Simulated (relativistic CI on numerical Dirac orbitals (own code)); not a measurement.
Sensitivity of the levels of Ni XXI to α and to the nuclear radius

These numbers are calculated, not measured: Dirac-Coulomb-Breit CI, separate exchange-only KLI orbitals for each configuration, derivatives by finite differences, unscaled Slater integrals, QED left out (own radial code, finite nucleus).

Configuration list (outside the closed core 1s2): 2s2 2p4, 2s 2p5, 2p6, 2p5 3s, 2p5 3p, 2p5 3d, 2s2 2p3 3s, 2s2 2p3 3p. Levels of other configurations are missing.

With x = (α/α₀)² − 1 an excitation energy changes as ω = ω₀ + qx; K = 2q/ω₀ is the relative enhancement. Terms are leading LS components, so labels can repeat. The field-shift factor is F = δν/δ⟨r²⟩ for the transition from the lowest level.

Lowest level 2s2 2p4 3P_2.

```tsv
Level	ω₀ (cm⁻¹)	q (cm⁻¹)	K	F (GHz/fm²)
2s2 2p4 3P_0	91446	41370	0.905	-0.975
2s2 2p4 3P_1	127578	144200	2.26	-0.382
2s2 2p4 1D_2	213722	131600	1.23	-0.299
2s2 2p4 1S_0	402939	252800	1.26	-3.79
2s 2p5 3P°_2	1054610	175300	0.332	-127
2s 2p5 3P°_1	1137694	243500	0.428	-127
2s 2p5 3P°_0	1203970	328100	0.545	-127
2s 2p5 1P°_1	1456939	263300	0.361	-131
2p6 1S_0	2451195	359700	0.293	-251
2s2 2p3 3s 5S°_2	7969203	2592	0.000651	42.1
2s2 2p3 3s 3S°_1	8021855	-17210	-0.00429	41.8
2s2 2p3 3s 3D°_2	8145504	35870	0.00881	41.8
2s2 2p3 3s 3D°_1	8151627	54380	0.0133	41.9
2s2 2p3 3s 3D°_3	8193530	84230	0.0206	42.2
2s2 2p3 3s 1D°_2	8214774	82720	0.0201	42.1
2s2 2p3 3p 5P_1	8231503	9187	0.00223	9.63
2s2 2p3 3p 5P_2	8236076	9355	0.00227	9.62
2s2 2p3 3p 5P_3	8266592	48960	0.0118	9.51
2s2 2p3 3s 3P°_0	8283813	93500	0.0226	39.4
2s2 2p3 3s 3P°_1	8292890	95410	0.023	39.4
2s2 2p3 3p 3P_1	8293530	17190	0.00415	9.4
2s2 2p3 3p 3P_2	8323565	54180	0.013	9.55
2s2 2p3 3p 3P_0	8341359	88260	0.0212	9.47
```

At this charge energies of transitions that change n are usually good to better than 1 %, and those within a shell (Δn = 0) to a few per cent.
